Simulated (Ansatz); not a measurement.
System: sum formula AlNH2Br2 (charge 0, singlet). 
Structure (B3LYP-D3(BJ)/def2-TZVP (Ansatz, a first-principles code) minimum search):
SMILES: [NH2][Al]([Br])[Br]
```xyz
6

N     -2.3982    -0.2996     0.0311
Al    -0.6608    -0.0826     0.0086
Br     0.2039     1.9876    -0.1597
Br     0.6905    -1.8759     0.1481
H     -3.0661     0.4526    -0.0272
H     -2.8589    -1.1928     0.1039
```

Dipole moments at this geometry, in debye (magnitudes).

| level | program | dipole (D) |
|---|---|---|
| SVWN5/def2-TZVPD | Ansatz | 2.20 |
| PBE/def2-TZVPD | Ansatz | (withheld) |
| B3LYP/def2-TZVPD | Ansatz | 2.15 |
| r2SCAN0/def2-TZVPD | Ansatz | 2.20 |
| wB97X-V/def2-TZVPD | Ansatz | 2.20 |
| CCSD(T)/def2-SVPD | Ansatz | (withheld) |

Task: Complete the blanks.

Result: 
- PBE/def2-TZVPD, dipole (D): 2.14
- CCSD(T)/def2-SVPD, dipole (D): 2.17
